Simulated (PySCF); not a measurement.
These are ωB97X-D3(BJ)/def2-TZVP (PySCF 2.14.0) values and carry that method's errors. Gas-phase values, no solvent. One relaxed conformer stands for a flexible species; it need not be the lowest. Excitations are Tamm–Dancoff values on a coarser integration grid. The basis has no diffuse functions, so Rydberg states are missing or too high.

Reference species (SMILES): `O[Si](O)(O)S` (neutral, multiplicity 1).

The S1 oscillator strength is 0.001 and the T1 excitation (TDA) comes out as 6.02 eV. The HOMO is -10.06 eV.

Changed species: `S[Si](S)(S)S` (4 of 4 OH replaced by SH; the reference has 1 of 4 OH replaced by SH).

Task: Predict the effect on the S1 oscillator strength, T1 excitation (TDA) and HOMO.

Result: the S1 oscillator strength is nearly the same; the T1 excitation (TDA) falls by 0.29 eV, to 5.73 eV; the HOMO rises by 0.05 eV, to -10.01 eV.
